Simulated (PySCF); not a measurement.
Sn(F)(Cl)(OH)2 (ClFH2O2Sn), SMILES [F][Sn]([OH])([OH])[Cl]. The structure is a stationary point at PBE0-D3(BJ)/def2-SVP. The structure was generated by enumeration; whether it is a known compound was not checked. The def2 effective core potentials stand for the cores of Sn; spin–orbit coupling is left out. One conformer was computed; it need not be the lowest.

### Question
Give the equilibrium geometry at PBE0-D3(BJ)/def2-SVP (PySCF confirms it by a frequency run) as a Z-matrix. (An estimate is asked for; the answer gives what the named calculation found.)

### Answer
Several could match; the one computed here: 
```
Sn
F 1 1.9259
O 1 1.9509 2 110.95
H 3 0.9666 1 110.81 2 -88.81
O 1 1.9582 2 106.56 3 -118.50
H 5 0.9662 1 111.90 2 -40.72
Cl 1 2.3112 2 106.41 5 -122.56
```
Charge 0, spin multiplicity 1.
